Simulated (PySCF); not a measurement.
PySCF 2.14 output of an unrestricted CAM-B3LYP calculation on a single atom or ion in aug-cc-pVTZ with one added diffuse shell each of s, p, d, f type (7s6p4d3f, 66 functions), with no relativity, point nucleus:

```
SCF conv_tol = 1e-09
number electrons alpha = 6  beta = 5
    T. Yanai, D. P. Tew, and N. C. Handy.,  Chem. Phys. Lett. 393, 51 (2004)
cycle= 1 E= -199.791356578774  delta_E= -0.00306  |g|= 0.0176  |ddm|= 0.63
cycle= 2 E= -199.791485753641  delta_E= -0.000129  |g|= 0.00464  |ddm|= 0.139
cycle= 3 E= -199.791493142235  delta_E= -7.39e-06  |g|= 0.000394  |ddm|= 0.0261
cycle= 4 E= -199.791493491956  delta_E= -3.5e-07  |g|= 2.65e-05  |ddm|= 0.00382
cycle= 5 E= -199.791493493718  delta_E= -1.76e-09  |g|= 9.27e-07  |ddm|= 0.000523
cycle= 6 E= -199.79149349372  delta_E= -1.34e-12  |g|= 2.97e-08  |ddm|= 1.02e-05
converged SCF energy = -199.79149349372  <S^2> = 0.75000982  2S+1 = 2.0000098
```

The run itself started from symmetry-adapted Hartree-Fock orbitals and held the occupation by maximum overlap, on a logarithmic radial grid, so the iterations belong to that start.

Question: Which element, charge and spin multiplicity is this?

Answer: Mg+ (magnesium, charge +1), multiplicity 2; the state was [Ne] 3s1, 2S determinant.
